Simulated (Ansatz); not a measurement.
Harmonic frequencies (cm⁻¹) at PBE0-D4/def2-TZVP from Ansatz: 49, 110, 201, 381, 610, 651, 706, 747, 820, 896, 934, 947, 957, 990, 1196, 2156, 2198, 2210, 2218, 2246, 3600.

(1) Which molecule is it?
A. `[SiH3][N][SiH3]`•
B. `N[SiH][SiH3]`•
C. `[SiH2]N[SiH3]`•
D. `F[SiH2]N[SiH2]`•

Results:

(1) C.
